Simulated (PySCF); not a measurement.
Spectrum to structure. Method used: PySCF 2.14.0, density-fitted response routines, TDDFT PBE0/def2-SVPD, vertical, gas phase, core orbitals frozen in the response. Geometries: GFN2-xTB, one conformer each.

```
state  E (eV)       f
   S1    8.63  0.0071
   S2    8.72  0.0010
   S3    9.15   0.021
   S4    9.21  0.0001
   S5    9.29   0.068
   S6    9.37   0.053
```

Triplets computed (Tamm–Dancoff): 8.43, 8.52 eV.

Orbital energies (eV): HOMO-3 -10.88, HOMO-2 -10.44, HOMO-1 -9.41, HOMO -9.32, LUMO 0.62, LUMO+1 1.07, LUMO+2 1.17.

**Question.** Which candidate is it?
A. `C=CCC(F)(F)C(F)(F)F`
B. `FC(F)(F)O[C@@H]1C=CCO1`
C. `FC(F)(F)C(F)(F)C1CC1`
D. `FC(F)(F)O/C=C/[C@H]1CO1`

**Answer.** C. Its S1, at 8.63 eV, is the highest among the candidates; the nearest of the others has S1 at 7.56 eV. S1 is HOMO→LUMO (89%). Löwdin shares by element: HOMO carbon 79% or more (atoms not listed hold the other 21%); LUMO carbon 37% or more, hydrogen 11% or more (atoms not listed hold the other 52%). At the same level the other candidates give, for their lowest levels:
- `FC(F)(F)O[C@@H]1C=CCO1`: 6.69 eV (f 0.088); 7.45 eV (f 0.144); 7.60 eV (f 0.007); 8.01 eV (f 0.003); 8.09 eV (f 0.050); T1 4.40 eV; HOMO -8.26, LUMO -0.63 eV
- `FC(F)(F)O/C=C/[C@H]1CO1`: 6.55 eV (f 0.234); 6.88 eV (f 0.110); 7.20 eV (f 0.009); 7.33 eV (f 0.020); 7.81 eV (f 0.005); T1 4.20 eV; HOMO -7.58, LUMO -0.39 eV
- `C=CCC(F)(F)C(F)(F)F`: 7.56 eV (f 0.316); 7.74 eV (f 0.150); 8.15 eV (f 0.003); 8.26 eV (f 0.004); 8.43 eV (f 0.020); T1 4.46 eV; HOMO -8.19, LUMO -0.29 eV

The values belong to the conformer `[F:1][C:2]([F:3])([F:4])[C:5]([F:6])([F:7])[CH:8]1[CH2:9][CH2:10]1`: F1–C2–C5–F6 -179°, C2–C5–C8–C9 85°.
